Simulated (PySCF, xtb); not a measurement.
C₂H₆GeN₂, SMILES [NH2][Ge@H]1[CH]=N[CH2]1. The values are those of a single conformer.

Harmonic wavenumbers (cm⁻¹) from xtb 6.7.1 with GFN2-xTB at its own minimum, in rising order: 87, 131, 211, 295, 342, 413, 472, 515, 562, 623, 656, 742, 783, 850, 1017, 1088, 1111, 1176, 1425, 1476, 1611, 1682, 2954, 2982, 3034, 3430, 3462.

### Question
What does PBE0-D3(BJ)/def2-SVP run with PySCF give at its own minimum? (Estimate from the structure and the level; the computed values follow.)

### Answer
109, 171, 247, 342, 413, 440, 557, 628, 640, 718, 757, 812, 896, 913, 987, 1140, 1162, 1261, 1421, 1541, 1669, 2126, 3077, 3138, 3143, 3595, 3703. Paired by order, the mean absolute difference is 94 cm⁻¹ and the zero-point energies are 47.4 and 50.9 kcal/mol.
